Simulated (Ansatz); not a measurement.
A nudged elastic band was laid between two geometries of C$_{3}$H$_{9}$FOSi (15 atoms, charge 0, multiplicity 1).

The calculation used RKS PBE/6-31G (Ansatz 0.2.0).

| Item | Value |
| --- | --- |
| movable images | 9 |
| climbing image | yes |
| spring | 5.0 eV/Å² |
| optimiser | quadratic models (default) |
| start path | through a guess of the saddle point |
| force threshold | 0.03 eV/Å |
| iteration limit | 41 |
| end points | relaxed |

First end point:

```xyz
15
Properties=species:S:1:pos:R:3
C 0.190 -1.629 -0.276
C 0.613 -0.211 0.166
C 0.928 0.708 -1.036
Si -0.749 0.551 1.271
O -2.228 0.825 0.416
F -0.141 2.050 1.854
H 0.985 -2.097 -0.886
H -0.729 -1.593 -0.889
H -0.006 -2.289 0.587
H 1.519 -0.285 0.801
H 1.258 1.708 -0.706
H 1.728 0.271 -1.660
H 0.039 0.831 -1.682
H -1.167 -0.292 2.447
H -2.263 1.401 -0.378
```

Last end point:

```xyz
15
Properties=species:S:1:pos:R:3
C 0.214 -1.626 -0.295
C 0.627 -0.197 0.122
C 0.831 0.732 -1.095
Si -0.677 0.523 1.322
O -2.206 0.798 0.559
F -0.054 2.016 1.904
H 0.094 -2.293 0.578
H 0.979 -2.071 -0.957
H -0.744 -1.616 -0.846
H 1.576 -0.246 0.693
H 1.158 1.739 -0.787
H 1.595 0.317 -1.777
H -0.105 0.833 -1.676
H -1.016 -0.354 2.498
H -2.294 1.394 -0.215
```

(1) Which bonds break or form, and what moves?

(2) Give the energies along the band, and the barrier.

(3) What is the geometry of the highest image?

(4) What are the harmonic wavenumbers there?

## Answers

(1) No bond is made or broken. The dihedral H9–C1–C2–Si4 goes from -58 to 63°. The two ends are copies of one structure, up to a mirror image or an exchange of like atoms.

(2) It converged. The highest image is number 5 of 0 to 10, 0.142 eV above the ends, which have the same energy within 2 meV. A vibrational analysis at the climbing image gives one clearly imaginary mode, 238i cm⁻¹: a first-order saddle point. Limits of this set-up: no polarisation functions.

```tsv
image	path coordinate (Å)	energy (eV)	dihedral H9–C1–C2–Si4 (°)
0	0.00	0.000	-58
1	0.39	0.008	-49
2	0.78	0.039	-36
3	1.17	0.085	-23
4	1.56	0.125	-10
5	1.95	0.142	4
6	2.34	0.125	17
7	2.74	0.082	30
8	3.13	0.035	43
9	3.52	0.006	56
10	3.92	0.000	63
```

(3) 
```xyz
15
Properties=species:S:1:pos:R:3:forces:R:3
C 0.258 -1.661 -0.266 0.00 0.00 0.01
C 0.616 -0.194 0.122 0.01 0.00 -0.02
C 0.786 0.724 -1.112 -0.01 0.00 0.01
Si -0.697 0.526 1.312 0.00 -0.02 -0.01
O -2.184 0.921 0.522 -0.01 0.00 0.01
F -0.026 1.948 2.005 0.00 0.01 0.00
H 1.031 -2.367 0.081 0.00 0.00 0.00
H 0.184 -1.761 -1.363 0.00 0.00 0.00
H -0.706 -2.007 0.150 0.00 0.00 0.00
H 1.569 -0.186 0.687 0.00 0.00 0.00
H 1.086 1.746 -0.820 0.00 0.00 0.00
H 1.560 0.324 -1.791 0.00 0.00 0.00
H -0.156 0.788 -1.688 0.00 0.00 0.00
H -1.122 -0.407 2.415 0.00 0.00 0.00
H -2.218 1.556 -0.225 0.01 0.00 0.00
```

(4) 238i, 27, 126, 152, 231, 262, 284, 338, 376, 441, 592, 681, 759, 788, 843, 879, 901, 963, 991, 1054, 1091, 1161, 1248, 1304, 1404, 1432, 1498, 1500, 1503, 1506, 2182, 2969, 2978, 2988, 3049, 3050, 3063, 3077, 3647 cm⁻¹.

Run time: 8 min on 1 CPU thread of a shared host.
